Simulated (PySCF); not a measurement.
**Spinor energies of Ce²⁰⁺ (cerium, charge +20)**

Start: [Kr] 4d2; 4d3/2 filled at m_j = +1/2, +3/2. Calculated with PySCF 2.14 in an uncontracted even-tempered set (18 s from 1.3 bohr⁻², ratio 2.8; 14 p from 1.7 bohr⁻², ratio 2.8; 9 d from 1.7 bohr⁻², ratio 2.8; 4 f from 6.2 bohr⁻², ratio 3): generalised Hartree-Fock with the X2C-1e Hamiltonian and a Gaussian nucleus; spin-orbit coupling (SO) screened by Boettger's factors.

```csv
spinor shell,electrons,"ε, screened SO (eV)",weight of nominal j (screened SO),"rms radius, screened SO (bohr)"
1s1/2,2,-41176.2,1.000,0.0280
2s1/2,2,-7151.3,1.000,0.114
2p1/2,2,-6769.8,1.000,0.0978
2p3/2,4,-6317.7,1.000,0.104
3s1/2,2,-1982.7,1.000,0.296
3p1/2,2,-1821.3,1.000,0.287
3p3/2,4,-1728.6,1.000,0.298
3d3/2,4,-1450.4,0.999,0.269
3d5/2,6,-1428.6,0.999,0.273
4s1/2,2,-771.10,1.000,0.635
4p1/2,2,-705.82,0.989,0.649
4p3/2,4,-676.16,0.995,0.671
4d3/2,2,-579.76,0.980,0.686
```

```tsv
quantity	screened SO
E (hartree)	-8694.59210
M_J	2
⟨J²⟩	6.133
⟨L²⟩	10.746
⟨S²⟩	1.644
```

Each row is a mean over spinors that exchange with the open shell spreads, by up to 11.493 eV (4p1/2).

⟨J²⟩ departs a little from M_J(M_J + 1) because the unrestricted spinors polarise the closed shells.

Breit and QED terms are absent; they matter most for the inner s and p1/2 levels.

Densities and radii are taken from the X2C orbitals without a picture-change correction, which distorts them close to the nucleus.
